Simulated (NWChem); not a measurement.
The numbers come from NWChem runs, not from measurements. System: C$_{3}$H$_{7}$O$_{2}$, charge 0, spin multiplicity 2, displaced from the optimised geometry. The structure started from a generated list of species. Its SCF solution wasn't tested for a lower state. Level: UBLYP/def2-SVP.

NWChem printed:

```
             Northwest Computational Chemistry Package (NWChem) 7.3.0
             --------------------------------------------------------

                                NWChem Input Module
                                -------------------

 Scaling coordinates for geometry "geometry" by  1.889725989
 (inverse scale =  0.529177249)

                             Geometry "geometry" -> ""
                             -------------------------

 Output coordinates in angstroms (scale by  1.889725989 to convert to a.u.)

  No.       Tag          Charge          X              Y              Z
 ---- ---------------- ---------- -------------- -------------- --------------
    1 C                    6.0000     1.95486400     0.87894600     0.22024700
    2 O                    8.0000     0.55120400     0.64838700     0.19645000
    3 C                    6.0000     0.12922000    -0.33095900    -0.76369900
    4 C                    6.0000    -1.34407900    -0.58797400    -0.51402500
    5 O                    8.0000    -1.73833800    -0.65404800     0.80371900
    6 H                    1.0000     2.32890100     1.29098200    -0.76239900
    7 H                    1.0000     2.16709100     1.63122500     1.02360200
    8 H                    1.0000     2.53414400    -0.06492800     0.44540500
    9 H                    1.0000     0.75696500    -1.27424400    -0.62609900
   10 H                    1.0000     0.30062000     0.01694400    -1.82611800
   11 H                    1.0000    -1.94191700    -1.21964400    -1.21089700
   12 H                    1.0000    -1.08875600    -0.09512900     1.30001500

 Effective nuclear repulsion energy (a.u.)     182.1216895790

            Nuclear Dipole moment (a.u.)
            ----------------------------
        X                 Y               Z
 ---------------- ---------------- ----------------
     0.0000113384    -0.0000075589    -0.0000018897


 Summary of "ao basis" -> "" (spherical)
 ------------------------------------------------------------------------------
       Tag                 Description            Shells   Functions and Types
 ---------------- ------------------------------  ------  ---------------------
 *                          def2-svp                  on all atoms

                                 NWChem DFT Module
                                 -----------------

 Summary of "ao basis" -> "ao basis" (spherical)
 ------------------------------------------------------------------------------
[...]
     2   0 2 0    -23.717870    -51.659388    -49.209709     77.151227
     2   0 1 1      1.323207     -6.740912     -6.511845     14.575963
     2   0 0 2    -21.792404    -47.009864    -44.642095     69.859555

            General Information
            -------------------
          SCF calculation type: DFT
          Wavefunction type:  spin polarized.
          No. of atoms     :    12
          No. of electrons :    41
           Alpha electrons :    21
            Beta electrons :    20
          Charge           :     0
          Spin multiplicity:     2
          Use of symmetry is: off; symmetry adaption is: off
          Maximum number of iterations: 100
          AO basis - number of functions:   105
                     number of shells:    51
          Convergence on energy requested:  1.00D-06
          Convergence on density requested:  1.00D-05
          Convergence on gradient requested:  5.00D-04

              XC Information
              --------------
                    Becke 1988 Exchange Functional  1.000
              Lee-Yang-Parr Correlation Functional  1.000

             Grid Information
             ----------------
          Grid used for XC integration:  xfine
          Radial quadrature: Mura-Knowles
          Angular quadrature: Lebedev.
          Tag              B.-S. Rad. Rad. Pts. Rad. Cut. Ang. Pts.
          ---              ---------- --------- --------- ---------
          C                   0.70      100          12.0      1454
          O                   0.60      100          12.0      1454
          H                   0.35      100          13.0      1202
          Grid pruning is: on
          Number of quadrature shells:  1200
          Spatial weights used:  Erf1

          Convergence Information
          -----------------------
          Convergence aids based upon iterative change in
          total energy or number of iterations.
          Levelshifting, if invoked, occurs when the
          HOMO/LUMO gap drops below (HL_TOL):  1.00D-02
          DIIS, if invoked, will attempt to extrapolate
          using up to (NFOCK): 10 stored Fock matrices.

                    Damping( 0%)  Levelshifting(0.5)       DIIS
                  --------------- ------------------- ---------------
          dE  on:    start            ASAP                start
          dE off:    2 iters        100 iters           100 iters

      Screening Tolerance Information
      -------------------------------
          Density screening/tol_rho:  1.00D-10
          AO Gaussian exp screening on grid/accAOfunc:  14
          CD Gaussian exp screening on grid/accCDfunc:  20
          XC Gaussian exp screening on grid/accXCfunc:  20
          Schwarz screening/accCoul:  1.00D-08

                            NWChem DFT Gradient Module
                            --------------------------

  charge          =   0.00
  wavefunction    = open shell

                         DFT ENERGY GRADIENTS

    atom               coordinates                        gradient
                 x          y          z           x          y          z
   1 C       3.694157   1.660967   0.416206   -0.004906  -0.000762  -0.000434
   2 O       1.041625   1.225274   0.371237   -0.002125  -0.000532   0.000079
   3 C       0.244190  -0.625422  -1.443182    0.003861   0.004643   0.004600
   4 C      -2.539941  -1.111110  -0.971366   -0.003963   0.000907   0.001512
   5 O      -3.284982  -1.235972   1.518809   -0.002435  -0.001516   0.002012
   6 H       4.400985   2.439602  -1.440725    0.002333   0.002880  -0.006405
   7 H       4.095208   3.082568   1.934327    0.002297   0.005476   0.005733
   8 H       4.788838  -0.122696   0.841693    0.003508  -0.006231   0.001691
   9 H       1.430456  -2.407972  -1.183156    0.002846  -0.005597   0.000689
  10 H       0.568089   0.032020  -3.450863    0.001027   0.002513  -0.006867
  11 H      -3.669691  -2.304793  -2.288264   -0.004645  -0.004522  -0.006150
  12 H      -2.057451  -0.179768   2.456672    0.002203   0.002742   0.003538

                 ----------------------------------------
                 |  Time  |  1-e(secs)   |  2-e(secs)   |
                 ----------------------------------------
                 |  CPU   |       0.01   |       1.81   |
                 ----------------------------------------
                 |  WALL  |       0.01   |       1.81   |
                 ----------------------------------------

 Task  times  cpu:       61.8s     wall:       61.8s

 Total times  cpu:       61.8s     wall:       61.8s
```

Q: Write an NWChem input that would produce this output.

A: This is not unique; one that fits is 
```
start mol
memory heap 200 mb stack 900 mb global 1100 mb
geometry units angstroms nocenter noautoz noautosym
  C      1.954864     0.878946     0.220247
  O      0.551204     0.648387     0.196450
  C      0.129220    -0.330959    -0.763699
  C     -1.344079    -0.587974    -0.514025
  O     -1.738338    -0.654048     0.803719
  H      2.328901     1.290982    -0.762399
  H      2.167091     1.631225     1.023602
  H      2.534144    -0.064928     0.445405
  H      0.756965    -1.274244    -0.626099
  H      0.300620     0.016944    -1.826118
  H     -1.941917    -1.219644    -1.210897
  H     -1.088756    -0.095129     1.300015
end
basis spherical
  * library def2-svp
end
dft
  xc becke88 lyp
  odft
  mult 2
  semidirect memsize 60000000 filesize 0
  iterations 100
  grid xfine
end
task dft gradient
```
